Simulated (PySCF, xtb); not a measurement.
CH4ClFOSi2, SMILES Cl[Si@H]1CO[Si@@H]1F.

Harmonic wavenumbers (cm⁻¹) from GFN2-xTB (xtb) at its own minimum, in rising order: 93, 100, 108, 186, 254, 390, 415, 497, 549, 601, 630, 668, 702, 735, 783, 856, 999, 1142, 1225, 1468, 2201, 2348, 2936, 2967.

Task: What does B3LYP-D3(BJ)/def2-SVP (PySCF) give at its own minimum? (An estimate is asked for; the answer gives what the named calculation found.)

Result: 67, 98, 150, 213, 302, 417, 445, 538, 606, 692, 724, 738, 817, 828, 849, 926, 1004, 1196, 1250, 1456, 2228, 2263, 3036, 3098. Paired by order, the mean absolute difference is 56 cm⁻¹ and the zero-point energies are 32.7 and 34.2 kcal/mol.
